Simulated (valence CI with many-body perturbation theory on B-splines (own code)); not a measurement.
Results of a calculation; reference values are marked as such.
## Sensitivity of CI+MBPT for F⁴⁺

Method: relativistic CI+MBPT: three valence electrons over a frozen Dirac-Fock core [He], radial functions for each j: 6 s, 6 p, 5 d, 3 f, 1 g, with the one-electron correlation potential Σ1 (screened to all orders), the two-electron term Σ2, the three-electron term Σ3, Breit, model QED; selected single and double excitations, second order for the rest, scaled by the run's own slope (own B-spline code, finite nucleus).

Set against measurement, 11 paired levels are off by 275 cm⁻¹ on average, the worst by 474. These come from a selection out of Moore, Atomic Energy Levels, vol. I, NSRDS-NBS 35 (1971 reprint of NBS Circular 467, 1949), an old analysis. Levels without a partner in it may be off by more.

The reference run has the lowest level 2s²2p ²P°_1/2 and an ionisation energy of 114.215 eV. Its largest variational space holds 4907 state functions.

Changed runs:
A. shift of the energy in Σ1 (hartree) 0 → 0.272
B. size limit of the variational space 10000 → 3000; orbitals per symmetry with explicit Σ2 and valence Breit (the others get mean screening factors) 5 → 3; second order for the rest on → off
C. Davidson tolerance 2e-05 → 0.0003
D. scale of Σ1 1 → 0 (bad on purpose)

Excitation energies of the reference run in cm⁻¹, and shifts in cm⁻¹:

```tsv
Level	Reference	A	B	C	D
2s²2p ²P°_3/2	744	0	+3.8	0	-10
2s2p² ⁴P_1/2	85551	-3.1	-10	0	+748
2s2p² ⁴P_3/2	85803	-3.1	-7.8	0	+744
2s2p² ⁴P_5/2	86166	-3.0	-8.6	0	+739
2s2p² ²D_5/2	153085	-2.6	-21	0	+671
2s2p² ²D_3/2	153106	-2.6	-21	0	+671
2s2p² ²S_1/2	198039	-2.2	-2.2	0	+611
2s2p² ²P_1/2	215240	-2.6	-34	0	+699
2s2p² ²P_3/2	215706	-2.6	-17	0	+693
2p³ ⁴S°_3/2	276293	-5.9	-35	0	+1485
2p³ ²D°_5/2	307414	-5.4	-45	0	+1393
2p³ ²D°_3/2	307462	-5.4	-43	0	+1393
Ionisation energy (eV)	114.215	+0.0012	+0.002	0	-0.195
```

No effect on these energies: C.
